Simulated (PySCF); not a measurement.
C₄H₇NSi, SMILES N#C/C=C\C[SiH3].

Geometry: PBE-D3(BJ)/def2-SVP. The structure was generated by enumeration; whether it is a known compound was not checked. One conformer was computed; it need not be the lowest.

Two levels are set side by side: TDA-PBE/def2-SVPD (PySCF) and TDA-B3LYP/def2-SVPD (PySCF). Vertical, same geometry. The lowest singlet is HOMO→LUMO 69 %, HOMO−1→LUMO 13 % with PBE and HOMO→LUMO 84 % with the other functional; states are paired by order. Differences are taken from unrounded values.

```csv
quantity,TDA-B3LYP
lowest singlet excitation (eV),5.79
lowest triplet excitation (TDA) (eV),3.41
first bright state (f over 0.05) (eV),5.79
its oscillator strength,0.49
```

Q: What does TDA-PBE give, and how far is it from TDA-B3LYP? (Estimate from the structure and the level; the computed values follow.)

A: 
| quantity | TDA-PBE | TDA-PBE minus TDA-B3LYP |
|---|---|---|
| lowest singlet excitation (eV) | 5.57 | -0.22 |
| lowest triplet excitation (TDA) (eV) | 3.39 | -0.02 |
| first bright state (f over 0.05) (eV) | 5.57 | -0.22 |
| its oscillator strength | 0.40 | -0.10 |

A lower first singlet is the usual sign of a functional without exact exchange. Differences between two approximate levels are no errors against the true value.

Rough cost on one machine, each run with all the roots and properties that it gave: TDA-B3LYP against TDA-PBE about 2 times.
